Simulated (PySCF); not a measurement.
Computed with PySCF with ωB97X-D3(BJ)/def2-TZVP // B3LYP-D3(BJ)/def2-SVP. Gas-phase values, no solvent. One relaxed conformer stands for a flexible species; it need not be the lowest. Excitations are Tamm–Dancoff values on a coarser integration grid. The basis has no diffuse functions, so Rydberg states are missing or too high.

Reference species (SMILES): `CN(C)B(I)I` (C–N–B–I torsion 0°) (neutral, multiplicity 1).

```json
{
  "HOMO–LUMO gap": "10.76 eV",
  "S1 excitation (TDA)": "5.74 eV",
  "HOMO": "-9.29 eV",
  "S1–T1 gap (TDA)": "0.56 eV"
}
```

After one change: the HOMO–LUMO gap increases by 0.06 eV; the S1 excitation (TDA) increases by 0.58 eV; the HOMO rises by 1.04 eV; the S1–T1 gap (TDA) drops by 0.48 eV.

**Question.** Which change was made? The new species is one of these.
A) `IB(I)I`
B) `CN(C)B(N(C)C)N(C)C`
C) `CN(C)B(I)N(C)C` (C–N–B–I torsion 150°, I–B–N–C torsion -24°)

**Answer.** B, `CN(C)B(N(C)C)N(C)C`
